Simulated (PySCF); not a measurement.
C₅H₇F₂O (doublet state).
Numbering: `[F:1][CH:2]([F:3])[C@@H:4]1[CH:5][CH2:6][CH2:7][O:8]1` (hydrogens: H9 on C2; H10 on C4; H11 on C5; H12, H13 on C6; H14, H15 on C7)

Geometry (GFN2-xTB, Å), atoms numbered from 1 in this order:
```xyz
15
C5H7F2O angstrom
F      1.530    1.453    0.902
C      1.921    0.285    0.347
F      2.841    0.599   -0.593
C      0.724   -0.468   -0.297
C     -0.210    0.430   -1.005
C     -1.488    0.472   -0.269
C     -1.389   -0.785    0.605
O     -0.006   -1.094    0.737
H      2.403   -0.323    1.126
H      1.185   -1.225   -0.959
H      0.094    1.105   -1.777
H     -2.363    0.459   -0.922
H     -1.557    1.379    0.351
H     -1.793   -0.650    1.610
H     -1.898   -1.631    0.124
```

The hyperfine couplings belong to this conformer and change with its torsions.

Method used: UKS B3LYP, pcH-1 on C F H O, non-relativistic, mean-field spin-orbit, GIAO (PySCF). Isolated species at its GFN2-xTB geometry (one conformer only). A GFN2-xTB geometry isn't a minimum of the functional, and hyperfine couplings can be far from their values at a DFT geometry.

Task: What are Nα, Nβ and the exact ⟨S²⟩?

Result: 63 electrons with 2S = 1: 32 α and 31 β; S(S+1) = 0.75.

Mulliken spin populations, one withheld:

| atom | bound to | population |
| --- | --- | --- |
| F1 | C2 | -0.0001 |
| C2 | F1, F3, C4, H9 | +0.0391 |
| F3 | C2 | +0.0005 |
| C4 | C2, C5, O8, H10 | ? |
| C5 | C4, C6, H11 | +1.0158 |
| C6 | C5, C7, H12, H13 | -0.0873 |
| C7 | C6, O8, H14, H15 | +0.0067 |
| O8 | C7, C4 | -0.0010 |
| H9 | C2 | +0.0045 |
| H10 | C4 | +0.0400 |
| H11 | C5 | -0.0392 |
| H12 | C6 | +0.0286 |
| H13 | C6 | +0.0637 |
| H14 | C7 | +0.0001 |
| H15 | C7 | -0.0003 |

Task: What does C4 hold?

Result: The populations add up to Nα − Nβ = 1, and the others sum to 1.0711, so C4 holds -0.071.

Task: How is the spin shared among the elements?

Result: Carbon +0.90, hydrogen +0.10, fluorine 0.00, oxygen 0.00. The positive populations sum to 1.20, the negative ones to -0.20.

Task: The run gives ⟨S²⟩ = 0.7539. What does that say of the overlap of α and β orbitals, and of the weight of higher spin?

Result: Σ|⟨iα|jβ⟩|² over occupied orbitals = Nβ − [⟨S²⟩ − S(S+1)] = 31 − 0.0039 = 30.9961. If the quartet state (S + 1) were the only admixture, its weight would be 0.0039/(2S + 2) = 0.13 %. For Kohn–Sham this describes the determinant of the orbitals, not the true wave function.

Task: What Fermi-contact NMR shifts do the couplings of F1, C2, F3, C4, C6, C7, H9 imply at 298 K (Curie law, g = gₑ)?

Result: δ = a_FC·h·gₑ μB S(S+1)/(3 g_N μN kT), with k/h = 20836.6 MHz/K:

| nuclei | isotope | a_FC (MHz) | g_N | contact shift (ppm) |
| --- | --- | --- | --- | --- |
| F1 | 19F | 14.18 | 5.2577 | +399 |
| C2 | 13C | 59.13 | 1.4048 | +6230 |
| F3 | 19F | 3.05 | 5.2577 | +86 |
| C4 | 13C | -33.55 | 1.4048 | -3535 |
| C6 | 13C | -31.75 | 1.4048 | -3345 |
| C7 | 13C | 3.89 | 1.4048 | +410 |
| H9 | 1H | 6.05 | 5.5857 | +160 |

The sign follows the spin density at the nucleus: positive density means a positive shift.

Examples of negative spin density at the nucleus (bohr⁻³): C4 (-0.0298), C6 (-0.0282) and H11 (-0.0136).
